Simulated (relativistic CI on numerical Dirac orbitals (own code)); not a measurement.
Radial parameters of Er¹⁵⁺

Computed by Dirac-Coulomb-Breit CI, orbitals from a KLI potential per configuration, model QED, unscaled Slater integrals (own radial code, finite nucleus).

Slater integrals F^k, G^k are unscaled and averaged over j, outside the closed core [Ar] 3d10 4p6 4d10; ζ comes from projecting the Hamiltonian with its Breit term on Σ l·s of the shell.

- 4s2 4f7: F^2(4f,4f) = 167670, F^4(4f,4f) = 107460, F^6(4f,4f) = 77995, ζ(4f) = 3125.5 cm⁻¹; <r>(4f) = 0.601, <r^2>(4f) = 0.4256 (bohr units).
- 4s2 4f5 5s2: F^2(4f,4f) = 173560, F^4(4f,4f) = 111490, F^6(4f,4f) = 80995, ζ(4f) = 3385.8 cm⁻¹; <r>(4f) = 0.5839, <r^2>(4f) = 0.4008 (bohr units).
- 4s2 4f6 6s: F^2(4f,4f) = 171720, F^4(4f,4f) = 110260, F^6(4f,4f) = 80084, ζ(4f) = 3292.2, G^3(4f,6s) = 8073.8 cm⁻¹; <r>(4f) = 0.5893, <r^2>(4f) = 0.4084, <r>(6s) = 1.766, <r^2>(6s) = 3.458 (bohr units).

Averages of the first 5 configurations, taken without configuration mixing, which lowers the lowest level and can move excited configurations by several eV; other configurations of the list can lie among them:

```tsv
Configuration	Parity	States	Average energy above the lowest level (eV)
4s2 4f7	odd	3432	19.5
4s2 4f5 5s2	odd	2002	25.0
4s2 4f6 6s	even	6006	157.4
4s 4f8	even	6006	480.1
4f9	odd	2002	943.1
```
